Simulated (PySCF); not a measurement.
BaBr from Hartree–Fock to correlated methods

State: ²Σ⁺ (doublet), unpaired electrons σ ↑. Set-up: Ba x2c-TZVPPall, Br x2c-TZVPPall; spin-free X2C with a Gaussian nucleus (PySCF 2.14). De refers to Ba + Br in their high-spin ground configurations, without counterpoise correction. The functionals are run spin-unrestricted. A positive dipole means Ba(−)Br(+).

```csv
Level,Re (Å),ωe (cm⁻¹),De (eV),μ (D),"CPU s a point (SCF and correlation, without the integrals)"
UHF,2.949,179,3.63,-5.08,4.9
UHF-MP2,2.855,190,4.16,n/a,10
UHF-SCS-MP2,2.876,187,3.98,n/a,n/a
PBE,2.836,192,4.32,-4.97,3.7
revPBE,2.853,187,4.19,-4.94,2.5
PW91,2.835,192,4.36,-5.01,2.5
r²SCAN,2.846,193,4.63,-5.22,5.1
PBE0,2.838,194,4.31,-5.06,8.1
M06,2.846,192,3.65,-5.61,8.3
CAM-B3LYP,2.868,189,4.12,-5.48,21
B2PLYP,2.867,188,4.06,-5.33,10
```

What does a quarter of exact exchange do here, going from PBE to PBE0?

PBE0 less PBE: +0.2 pm in Re, +1.0 % in ωe, -0.01 eV in De. Exact exchange removes part of the self-interaction that spreads semilocal densities, and in most molecules shortens and stiffens the bond and lowers De; here Re goes the other way.

What does the step from GGA to meta-GGA do here, going from PBE to r²SCAN?

r²SCAN less PBE: +1.0 pm in Re, +0.5 % in ωe, +0.31 eV in De. 

What does second-order correlation do here, going from UHF to UHF-MP2?

UHF-MP2 less UHF: -9.4 pm in Re, +6.1 % in ωe, +0.53 eV in De. Correlation nearly always deepens the well. The bond shortens, as in weak, metallic or heavy-atom bonds, where dispersion and the correlation of outer-core electrons pull the atoms together.

Correlated steps freeze 27 core orbitals. Spin–orbit coupling is left out, which matters for elements this heavy, above all for dissociation energies. B2PLYP dipoles, levels and charges come from its SCF part alone. The state is the lowest determinant that a PBE0 search found; another state may lie lower at other levels.

The whole job (state search and all levels along the bond) took about 12 min on 2 threads of Arm Neoverse V2 (shared host), peak memory 9.2 GiB.
